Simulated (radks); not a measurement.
Results of a calculation; reference values are marked as such.
Task: Orbital eigenvalues (eV) of the platinum ion Pt+, [Xe] 4f14 5d9, of relativity; Dirac values are averaged over j with weights 2j + 1. Spin-unpolarised spherical Kohn-Sham, PBEsol, point nucleus unless stated (finite: rms radius 5.427 fm), a radial shooting solver on a logarithmic mesh with Libxc functionals. A level marked "c x" has the speed of light scaled by that factor and shares open shells by 2j + 1; other Dirac levels either fill j = l - 1/2 first or share by 2j + 1.

shell       non-rel.
3s           -2764.0
3p           -2546.6
3d           -2140.6
4s           -582.51
4p           -489.31
4d           -318.17
4f           -89.840
5s           -87.670
5p           -58.685
5d           -14.798
6s (empty)   -10.399
6p (empty)   -6.0203

Give the values at the level "Dirac, c x 2".

Result: 
shell       Dirac, c x 2  change of magnitude (%)
3s               -2865.1                    +3.66
3p               -2586.7                    +1.58
3d               -2137.2                    -0.16
4s               -607.68                    +4.32
4p               -498.79                    +1.94
4d               -317.29                    -0.28
4f               -86.941                    -3.23
5s               -92.291                    +5.27
5p               -60.085                    +2.38
5d               -14.671                    -0.86
6s (empty)       -10.905                    +4.86
6p (empty)       -6.1524                    +2.19
